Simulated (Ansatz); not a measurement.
Correlation energies of `N[Si](N)(O)O[SiH3]` by basis set

```xyz
14

N    -1.142    0.750    1.215
Si   -0.721   -0.456    0.087
N    -1.469   -0.037   -1.371
O    -1.199   -2.002    0.352
O     0.923   -0.508    0.127
Si    2.203    0.469   -0.144
H    -2.109    0.983    1.369
H    -0.593    0.883    2.048
H    -1.660   -0.719   -2.083
H    -1.501    0.909   -1.708
H    -0.556   -2.566    0.782
H     1.950    1.374   -1.297
H     3.388   -0.378   -0.434
H     2.486    1.298    1.058
```

Total charge 0; spin multiplicity 1. The structure was optimised at the PBE0-D4/def2-TZVP level. It is one conformer, not always the lowest. Frozen core, restricted reference, the Gaussian-basis code of Ansatz. CBS rows extrapolate triple and quadruple zeta; past MP2 they add the triple-zeta difference.

| basis | HF (Eh) | MP2 corr. |
| --- | --- | --- |
| def2-TZVPP | -841.53569 | -1.14374 |
| def2-QZVPP | -841.56840 | -1.23329 |

Question: Estimate the CCSD correlation energy and the (T) correction in each basis where they were run (hartree).

Answer: 
```json
{"basis": "def2-TZVPP", "CCSD corr.": "-1.18569", "(T)": "-0.04223"}
{"basis": "CBS(def2)", "CCSD corr.": "-1.34157", "(T)": "as TZ"}
```
